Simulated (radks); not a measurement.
Spin polarisation of the 4f3 shell in Pr2+. Start: [Xe] 4f(up 1.5, down 1.5); electrons of 4f are moved from spin down to spin up, other shells keep equal spins. All-electron calculation, scalar-relativistic Kohn-Sham, BLYP, spin-polarised, spherical densities, finite nucleus; Fermi nuclear charge, rms radius of each element as measured or else 0.836 A^(1/3) + 0.57 fm. Program: a radial shooting solver on a logarithmic mesh with Libxc functionals.

[
 {"moment (Bohr magnetons)": "0", "E - E(0) (eV)": "0.000", "e(4f up) (eV)": "-13.705", "e(4f down) (eV)": "-13.705", "5p down minus up (eV)": "0.000", "5s down minus up (eV)": "0.000", "4d down minus up (eV)": "0.000"},
 {"moment (Bohr magnetons)": "0.75", "E - E(0) (eV)": "-0.085", "e(4f up) (eV)": "-13.917", "e(4f down) (eV)": "-13.465", "5p down minus up (eV)": "0.266", "5s down minus up (eV)": "0.341", "4d down minus up (eV)": "0.532"},
 {"moment (Bohr magnetons)": "1.5", "E - E(0) (eV)": "-0.339", "e(4f up) (eV)": "-14.098", "e(4f down) (eV)": "-13.195", "5p down minus up (eV)": "0.531", "5s down minus up (eV)": "0.681", "4d down minus up (eV)": "1.063"},
 {"moment (Bohr magnetons)": "2.25", "E - E(0) (eV)": "-0.762", "e(4f up) (eV)": "-14.247", "e(4f down) (eV)": "-12.898", "5p down minus up (eV)": "0.797", "5s down minus up (eV)": "1.020", "4d down minus up (eV)": "1.590"},
 {"moment (Bohr magnetons)": "3", "E - E(0) (eV)": "-1.351", "e(4f up) (eV)": "-14.361", "e(4f down) (eV)": "-12.571", "5p down minus up (eV)": "1.062", "5s down minus up (eV)": "1.358", "4d down minus up (eV)": "2.113"}
]

At moment 3 the spin-polarisation energy is -1.351 eV and the 4f exchange splitting 1.790 eV, that is 0.597 eV per Bohr magneton; E = -I m^2/4 would give I = 0.601 eV.
